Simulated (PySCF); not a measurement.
F₃HOTi, SMILES [F][Ti]([F])([F])[OH], multiplicity 1.

Geometry: PBE0-D3(BJ)/def2-SVP. A frequency run showed that this geometry is not a minimum. The spin state was assumed, not searched. The structure was generated by enumeration; whether it is a known compound was not checked. The values are those of a single conformer.

Level of theory: TDA-ωB97X/def2-SVPD in PySCF.

Vertical excitations; the highest root listed may be one member of a degenerate set. The molecule is in vacuum. State labels are in the subgroup Cs.

**Question.** Give excitation energies, oscillator strengths and character. (The exact figures need the calculation; the answer reports its results.)

**Answer.** 
| state | symmetry | energy (eV) | λ (nm) | f | main pairs |
|---|---|---|---|---|---|
| S1 | A" | 6.39 | 194 | 0.000 | HOMO→LUMO 49 %, HOMO−1→LUMO+1 49 % |
| S2 | A' | 6.53 | 190 | 0.002 | HOMO−1→LUMO, HOMO→LUMO+1 (degenerate set) |
| S3 | A" | 6.53 | 190 | 0.002 | HOMO−1→LUMO+1, HOMO→LUMO (degenerate set) |
| S4 | A' | 7.17 | 173 | 0.039 | HOMO→LUMO+1 36 %, HOMO−1→LUMO 36 %, HOMO−1→LUMO+4 13 %, HOMO→LUMO+3 13 % |
| S5 | A" | 7.43 | 167 | 0.003 | HOMO−1→LUMO+2 (degenerate set) |
| S6 | A' | 7.43 | 167 | 0.003 | HOMO→LUMO+2 (degenerate set) |
| S7 | A" | 7.71 | 161 | 0.000 | HOMO→LUMO+4 46 %, HOMO−1→LUMO+3 46 % |
| S8 | A' | 7.78 | 159 | 0.000 | HOMO→LUMO+3, HOMO−1→LUMO+4, HOMO−2→LUMO, HOMO−3→LUMO (degenerate set) |
| S9 | A" | 7.78 | 159 | 0.000 | HOMO−1→LUMO+3, HOMO→LUMO+4, HOMO−2→LUMO+1, HOMO−3→LUMO+1 (degenerate set) |
| S10 | A" | 7.83 | 158 | 0.006 | HOMO−2→LUMO+1 67 % |
| T1 | A' | 6.04 | 205 | 0 | HOMO→LUMO+1 45 %, HOMO−1→LUMO 45 % |
| T2 | A' | 6.21 | 200 | 0 | HOMO−1→LUMO, HOMO→LUMO+1 (degenerate set) |
| T3 | A" | 6.21 | 200 | 0 | HOMO−1→LUMO+1, HOMO→LUMO (degenerate set) |
| T4 | A" | 6.37 | 195 | 0 | HOMO→LUMO 49 %, HOMO−1→LUMO+1 49 % |
Triplets are in the Tamm–Dancoff approximation.
